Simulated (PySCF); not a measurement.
**Electron correlation in Nb⁴⁺ (niobium, charge +4)**

Starting occupation: [Kr] 4d1, 4d3/2 with m_j = +3/2. Computed with PySCF 2.14 in x2c-SVPall-2c (6s8p6d1f, 67 functions), with X2C-1e with screened-nucleus spin-orbit coupling, Gaussian nucleus. Frozen: [Ar] 3d10; 9 electrons correlated; the 6 highest virtual spinors left out.

MP2 pair energies summed by pair of shells (mhartree):

```tsv
pair	energy	share (%)
4p3/2-4p3/2	-55.76	35.5
4p1/2-4p3/2	-44.33	28.2
4d3/2-4p3/2	-17.72	11.3
4p3/2-4s1/2	-10.17	6.5
4p1/2-4p1/2	-9.88	6.3
4d3/2-4p1/2	-7.59	4.8
4s1/2-4s1/2	-4.87	3.1
4p1/2-4s1/2	-4.76	3.0
4d3/2-4s1/2	-1.90	1.2
```

Total MP2 correlation energy: -156.99 mhartree.

This basis was not built for core-valence correlation, so the inner-shell part is incomplete.
